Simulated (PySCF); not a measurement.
# What a mistake does to a calculation on BFHO cation

These are calculations, not measurements. The program is PySCF 2.14.0, an open-source quantum chemistry code, run on an isolated molecule that a program drew, which may never have been made. The molecule is BFHO cation (charge +1, singlet), drawn as the SMILES string `O[B+]F`.

Each row is a Hartree-Fock (HF) and frozen-core CCSD(T) single point in the cc-pVDZ basis, meant for a local HF minimum. Run 1 is clean. Each other run has one planted mistake out of seven kinds, and not every kind appears here: one electron removed, one electron added, multiplicity raised by two, geometry at a saddle point, minimal basis STO-3G, one bond length entered in bohr, all coordinates scaled. The reference is restricted for singlets and unrestricted otherwise, and also for a bond in bohr. Adding or removing an electron swaps singlet and doublet. Electrons count all cores. HOMO and LUMO are orbital energies over both spins, the gradient is its largest component, and the lowest frequency (negative if imaginary) is given only where the gradient is small. Bond lengths are over the 3 bonds as drawn. T1 is the CCSD diagnostic: over 0.02 (restricted) or 0.045 (unrestricted) a single reference is doubtful.

Geometry of the clean run:
```xyz
4
BFHO cation, angstrom
O    -2.9963    0.9619   -0.5881
B    -2.7413    0.5668    0.5527
F    -2.5755    0.1635    1.7067
H    -2.5032    1.2542   -1.3570
```

| run | electrons | basis functions | <S^2> | HOMO (eV) | LUMO (eV) | gradient (hartree/bohr) | lowest frequency (cm^-1) | mean bond (Å) | longest bond (Å) | T1 | HF (hartree) | CCSD(T) (hartree) | mistake |
|---|---|---|---|---|---|---|---|---|---|---|---|---|---|
| 1 | 22 | 47 | 0.000 | -24.29 | -3.23 | 6.1e-06 | 426 | 1.1422 | 1.234 | 0.0159 | -199.35688 | -199.80914 | no fault |
| 2 | 22 | 16 | 0.000 | -21.91 | -0.57 | 2.6e-02 | - | 1.1422 | 1.234 | 0.0214 | -196.68191 | -196.82476 | minimal basis STO-3G |
| 3 | 22 | 47 | 0.943 | -19.97 | -7.57 | 2.0e-02 | - | 1.5082 | 2.332 | 0.0305 | -199.16202 | -199.57494 | one bond length entered in bohr |
| 4 | 22 | 47 | 0.000 | -24.48 | -3.08 | 3.3e-02 | - | 1.1205 | 1.211 | 0.0151 | -199.35488 | -199.80395 | ? |

**Which mistake was planted in run 4, and what did it cost?**

The mean and the longest bond both change by the same factor, 0.981, and the gradient is no longer small. So the mistake is: all coordinates scaled. Subtracting run 1 and multiplying by 627.51 kcal/mol a hartree, the energy moved by 1.3 kcal/mol in HF and 3.3 kcal/mol in CCSD(T).

Cautions from the logs. Run 2: T1 is over the limit, so its CCSD(T) energy is less reliable.
